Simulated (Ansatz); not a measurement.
Mulliken charges of CH₆NPSi (`P[SiH]1CN1`) from PBE/def2-TZVPP in Ansatz (PBE0-D4/def2-TZVP geometry).

```csv
atom,x (Å),y (Å),z (Å),charge (e)
P1,-2.127,0.936,-0.068,-0.165
Si2,0.034,0.548,0.353,0.283
C3,0.777,-1.105,0.610,-0.168
N4,0.968,-0.434,-0.713,-0.312
H5,-2.192,-0.136,-0.996,0.063
H6,-1.838,1.907,-1.066,0.049
H7,0.678,1.691,1.049,-0.071
H8,1.646,-1.172,1.264,0.087
H9,0.215,-2.034,0.558,0.090
H10,1.922,-0.252,-0.988,0.143
```

**Question.** By hand: the dipole of these point charges (1 e Å = 4.8032 D).

**Answer.** Σ q r = (0.089, -0.035, 0.061) e Å, of length 0.113 e Å = 0.54 D.

**Question.** How does the dipole of the full density compare? (An estimate is asked.)

**Answer.** Computed: (0.186, 0.081, 0.009) e Å, 0.98 D; the point charges give 0.55 times that, at 52° from its direction.

Point charges leave out the atoms' own dipoles, such as those of lone pairs, and Mulliken's split depends on the basis, so the two needn't agree.
